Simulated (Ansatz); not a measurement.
Consider the substitution at a C–C bond: `N=C([SiH3])CCl` + `BS` → `BSC(=N)[SiH3]` + `CCl`.

Program: Ansatz. Geometries: PBE0-D4/def2-TZVP. ΔE: electronic, gas phase. CCSD(T)/CBS is the MP2 limit (def2-TZVPP, def2-QZVPP) plus CCSD(T) − MP2 in def2-TZVPP, frozen cores. This one scheme is used for every species. DFT in def2-TZVPP. Each species was taken in one conformer, which may not be the lowest.

```csv
level,ΔE (eV)
PBE0-D4,-0.03
B2PLYP,-0.02
```

(1) What does CCSD(T)/CBS give? (Estimate.)

Largest T1 diagnostic among the species: 0.015.

Results:

(1) The calculation gave: -0.01 eV. The listed levels differ from it by -0.02, -0.01 eV.

In def2-TZVPP, CCSD(T) changes the Hartree–Fock value by −0.05 eV (the triples alone add −0.03 eV) and MP2 by −0.08 eV. From PBE to PBE0 (25 % exact exchange), in def2-TZVPP and without D4, ΔE moves by +0.05 eV.
